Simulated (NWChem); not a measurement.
Species: BCl$_{2}$, doublet; SMILES Cl[B]Cl

```xyz
3

Cl     1.5302     0.0000    -0.1030
B      0.0000     0.0000     0.7003
Cl    -1.5302     0.0000    -0.1030
```
Atoms are numbered in this order, from 1.

Program: NWChem. Spin-unrestricted. In the optimisation the excess spin sits in a1 (C2v, its own frame). Structure relaxed at the PBE0/def2-SVP, spin-unrestricted level. No stability test was run on the SCF state.

For level B3LYP/aug-pcseg-1:

```
Quantity                                                     Value
-----------------------------------------------------------  -----
highest occupied level (eV)                                  -6.31
lowest empty minus highest occupied level, either spin (eV)   3.66
dipole (D)                                                    0.22
```

### Question
Estimate the same quantities for level B3LYP/STO-3G.

### Answer
* **highest occupied level (eV)**: -4.39
* **lowest empty minus highest occupied level, either spin (eV)**: 4.56
* **dipole (D)**: 0.56
